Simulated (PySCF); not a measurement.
Ga(Cl)(vinyl)(OH) (C2H4ClGaO), SMILES C=[CH][Ga]([OH])[Cl].

Geometry optimised at B3LYP-D3(BJ)/def2-SVP. The structure was generated by enumeration; whether it is a known compound was not checked. Other conformers were not sampled.

Method: B3LYP-D3(BJ)/def2-SVP (PySCF).

Frequencies are harmonic and unscaled.

| mode | ν (cm⁻¹) | IR (km/mol) | Raman (Å⁴/amu) | depolarisation | moving atoms (share of kinetic energy) |
|---|---|---|---|---|---|
| 1 | 65 | 0.0 | 4.8 | 0.75 | C 43 %, H 28 %, Ga 15 %, Cl 13 % |
| 2 | 85 | 0.4 | 0.9 | 0.75 | C 31 %, Ga 20 %, Cl 20 %, H 15 %, O 14 % |
| 3 | 160 | 20.0 | 2.3 | 0.75 | O 50 %, Cl 20 %, Ga 11 %, H 11 % |
| 4 | 171 | 9.5 | 1.6 | 0.75 | Ga 34 %, H 24 %, O 22 %, C 15 % |
| 5 | 289 | 3.9 | 8.2 | 0.34 | C 59 %, H 18 %, Cl 13 % |
| 6 | 368 | 120.2 | 0.5 | 0.75 | H 92 % |
| 7 | 409 | 59.8 | 7.4 | 0.18 | Cl 60 %, Ga 31 % |
| 8 | 481 | 20.5 | 10.2 | 0.75 | H 67 %, C 30 % |
| 9 | 590 | 22.0 | 9.4 | 0.09 | C 60 %, H 20 %, Ga 13 % |
| 10 | 710 | 102.3 | 5.6 | 0.13 | O 75 %, Ga 21 % |
| 11 | 807 | 94.4 | 2.2 | 0.73 | H 90 % |
| 12 | 1004 | 8.9 | 4.1 | 0.58 | H 87 %, C 13 % |
| 13 | 1006 | 24.6 | 0.3 | 0.75 | H 72 %, C 28 % |
| 14 | 1042 | 14.6 | 0.3 | 0.75 | H 94 % |
| 15 | 1260 | 4.4 | 12.4 | 0.18 | H 72 %, C 28 % |
| 16 | 1417 | 12.6 | 25.1 | 0.44 | H 81 %, C 19 % |
| 17 | 1650 | 11.6 | 8.4 | 0.02 | C 82 %, H 17 % |
| 18 | 3110 | 12.8 | 154.4 | 0.19 | H 95 % |
| 19 | 3154 | 4.5 | 129.4 | 0.33 | H 91 %, C 9 % |
| 20 | 3204 | 4.4 | 93.6 | 0.66 | H 89 %, C 11 % |
| 21 | 3849 | 72.8 | 123.4 | 0.28 | H 94 % |
